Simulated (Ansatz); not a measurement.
The same molecule with X = F, Cl, Br, I. Ansatz, PBE0-D4/def2-TZVP geometries, multiplicity 1.

Elements past krypton have def2 core potentials. Scalar relativity is left out up to krypton.

| X | molecule | mean X–B bond length / Å | LUMO energy (PBE0/def2-TZVPP) / eV | HOMO energy (PBE0/def2-TZVPP) / eV | HOMO energy (PBE/def2-TZVPP) / eV |
| --- | --- | --- | --- | --- | --- |
| Cl | `BCl` | 1.733 | -1.82 | -8.65 | -7.27 |
| Br | `BBr` | 1.891 | -2.01 | -8.22 | -6.95 |
| I | `BI` | 2.099 | -2.21 | -7.57 | -6.45 |

Question: Give the row for X = F, `BF`. (Best estimate.)

Answer: The calculation gave: 
```csv
X,molecule,mean X–B bond length / Å,LUMO energy (PBE0/def2-TZVPP) / eV,HOMO energy (PBE0/def2-TZVPP) / eV,HOMO energy (PBE/def2-TZVPP) / eV
F,`BF`,1.317,-1.16,-9.32,-7.74
```

From F to I the mean X–B bond length rises at each step, by 0.782 Å in all; the LUMO energy (PBE0/def2-TZVPP) falls at each step, by 1.05 eV in all; the HOMO energy (PBE0/def2-TZVPP) rises at each step, by 1.75 eV in all; the HOMO energy (PBE/def2-TZVPP) rises at each step, by 1.29 eV in all. Bonds lengthen as the atom grows down the group.

Spin–orbit coupling is left out; it splits and shifts lone-pair levels of the heavy atoms by tenths of an eV.
